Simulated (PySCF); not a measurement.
**Diatomic anions of Br with the fifth-period p block**

PBE0 with triple-zeta basis sets in PySCF, for the lowest determinant that a PBE0 search found; no spin–orbit coupling. De refers to high-spin ground-configuration atoms (the charge goes to the atom of lower measured ionisation energy or higher electron affinity, which is not always the lowest computed limit). A positive dipole points towards Br; it is taken about the centre of mass and depends on that origin.

| M | basis | charged atom | state (unpaired electrons) | Re (Å) | ωe (cm⁻¹) | De (eV) | μ (D) |
| --- | --- | --- | --- | --- | --- | --- | --- |
| In | def2-TZVPPD | Br− | doublet (π ↑) | 2.768 | 145 | 1.20 | -0.57 |
| Sn | def2-TZVPPD | Br− | triplet (π ↑↑) | 2.706 | 170 | 1.66 | -0.52 |
| Sb | def2-TZVPPD | Br− | doublet (π ↑) | 2.633 | 200 | 0.72 | 0.13 |

The shortest bond is that of SbBr⁻ (2.633 Å), the longest that of InBr⁻ (2.768 Å). SnBr⁻ is bound most strongly (1.66 eV) and SbBr⁻ least (0.72 eV).

The state changes along the series, so neighbouring rows are not always alike in their bonding.

These are scalar-relativistic numbers at best; spin–orbit coupling would shift them, the dissociation energy most. For an ion De counts to the pair picked by the measured ionisation energies or electron affinities, which need not be the lowest pair at this level. The highest Kohn–Sham level is positive in some of these anions. Much of that is self-interaction error, but it also means that the finite basis helps to hold the extra electron. States were picked by a PBE0 search and need not be the measured ground states.
